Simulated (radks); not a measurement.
Results of a calculation; reference values are marked as such.
The osmium ion Os+, configuration [Xe] 4f14 5d6 6s1 (the NIST ground configuration). Level of theory: Dirac Kohn-Sham, LB94 model potential, spin-unpolarised, spherical densities, finite nucleus; open shells fill j = l - 1/2 first; Fermi nuclear charge, rms radius 5.4126 fm (a radial shooting solver on a logarithmic mesh with Libxc functionals).

Spin-orbit splittings of the eigenvalues, e(l+1/2) - e(l-1/2), with zeta = 2 splitting/(2l+1) and mean radii in bohr:

shell,occ.,splitting (eV),zeta (eV),<r> j=l-1/2,<r> j=l+1/2
2p,6,1543,1029,0.06116,0.06936
3p,6,336.0,224.0,0.1831,0.1982
3d,10,72.97,29.19,0.1730,0.1777
4p,6,78.35,52.24,0.4360,0.4700
4d,10,14.57,5.826,0.4827,0.4941
4f,14,2.861,0.8175,0.5487,0.5567
5p,6,12.70,8.467,1.092,1.195
5d,6,1.148,0.4590,1.686,1.749
6p,0,1.158,0.7723,3.274,3.559
